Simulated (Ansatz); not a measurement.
`C[CH2][AlH][OH]` + HI → `[OH][AlH][I]` + ethane at 700 K and 1 bar (ligand exchange at the Al–C bond).

Calculated with Ansatz (gas phase, PBE0-D4/def2-TZVP geometries, no zero-point term in ΔE). CCSD(T)/CBS is the MP2 limit (def2-TZVPP, def2-QZVPP) plus CCSD(T) − MP2 in def2-TZVPP, frozen cores. This one scheme is used for every species. Elements past krypton have def2 core potentials. For I outer-core shells are correlated without core-valence functions, which leaves a few kJ/mol of doubt a bond. Each species was taken in one conformer, which may not be the lowest.

```json
{"species": "`C[CH2][AlH][OH]`", "CCSD(T)/CBS energy (Eh)": "-397.56357", "H − E (kJ/mol)": "299.2", "S (J/(mol·K))": "448.9"}
{"species": "HI", "CCSD(T)/CBS energy (Eh)": "-298.03592", "H − E (kJ/mol)": "34.6", "S (J/(mol·K))": "231.7"}
{"species": "`[OH][AlH][I]`", "CCSD(T)/CBS energy (Eh)": "-615.94705", "H − E (kJ/mol)": "104.2", "S (J/(mol·K))": "377.1"}
{"species": "`CC`", "CCSD(T)/CBS energy (Eh)": "-79.71954", "H − E (kJ/mol)": "238.1", "S (J/(mol·K))": "289.3"}
```

H − E and S are ideal-gas, rigid-rotor, harmonic terms from PBE0-D4/def2-TZVP, for one conformer and one mirror image of each species. 1 Eh = 2625.50 kJ/mol, R = 8.31446 J/(mol·K).

**Question.** By hand: ΔE, ΔH, ΔS and ΔG.

**Answer.** ΔE = (-615.94705) + (-79.71954) − (-397.56357) − (-298.03592) = -0.06710 Eh = -176.2 kJ/mol. Δ(H − E) = 104.2 + 238.1 − 299.2 − 34.6 = 8.5, so ΔH = -167.7 kJ/mol. ΔS = 377.1 + 289.3 − 448.9 − 231.7 = -14.2 J/(mol·K). ΔG = -167.7 − 700 × (-14.2)/1000 = -157.8 kJ/mol.

**Question.** By hand: the equilibrium constant, and the temperature at which ΔG would vanish if ΔH and ΔS stayed fixed.

**Answer.** log₁₀ K = −ΔG/(RT ln 10) = 11.8. ΔG = 0 at ΔH/ΔS = 11810 K, far beyond where these terms or the molecules hold.

The number of gas molecules stays the same, so ΔS is small and ΔH decides. A doubt of 5 kJ/mol in ΔE shifts log₁₀ K by 0.4 here. Other conformers and mirror images would add mixing entropy, several J/(mol·K) or more a flexible species. These are equilibria of isolated gas molecules and say nothing of rates. Largest T1 diagnostic: 0.011 (customary marks: 0.02 for closed shells, 0.045 for open ones).
